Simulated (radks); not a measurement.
Valence configurations of Mg II (all share [Ne]). All-electron calculation, scalar-relativistic Kohn-Sham, PBE, spin-polarised, spherical densities, finite nucleus; open shells are filled with parallel spins first; Fermi nuclear charge, rms radius 3.057 fm. Program: a radial shooting solver on a logarithmic mesh with Libxc functionals. Energies are relative to 3s1; eigenvalues in eV for spin up.

| valence | E (eV) | moment (Bohr magnetons) | e(3p) | e(3s) |
|---|---|---|---|---|
| 3s1 | 0.000 | 1 | - | -11.917 |
| 3p1 | 4.417 | 1 | -8.222 | - |
| 3s0.5 3p0.5 | 2.210 | 1 | -7.866 | -12.288 |

NIST lists [Ne] 3s1 as the ground configuration; this level of theory agrees among the configurations tried. The energies are those of spherical high-spin densities, not of single terms.
